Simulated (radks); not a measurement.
Question: The mean radii <r> (bohr) of the occupied orbitals of an atom or ion are listed with their occupations. Method: scalar-relativistic Kohn-Sham, r2SCAN, spin-polarised, spherical densities, finite nucleus; meta-GGA in the generalised Kohn-Sham scheme; Fermi nuclear charge, rms radius of each element as measured or else 0.836 A^(1/3) + 0.57 fm; computed with a radial shooting solver on a logarithmic mesh with Libxc functionals.

orbital  occ.      <r>
1s up       1  0.05845
1s down     1  0.05841
2s up       1   0.2627
2s down     1   0.2628
2p up       3   0.2309
2p down     2   0.2312
3s up       1   0.7420
3s down     1   0.7474
3p up       3   0.7531
3p down     3   0.7606
3d up       2   0.7440

Name the element and its charge. Open shells, if any, are filled with parallel spins first.

Answer: Z = 26, iron, charge +7: Fe7+ in [He] 2s2 2p5 3s2 3p6 3d2. The 1s radius gives Z: for a bare nucleus <r> = (2 gamma + 1)/(2Z) with gamma = sqrt(1 - (Z/c)^2), 0.05699 bohr for Z = 26, and screening makes it slightly larger (0.05845 here). The occupations add up to 19, and the charge is Z minus that.
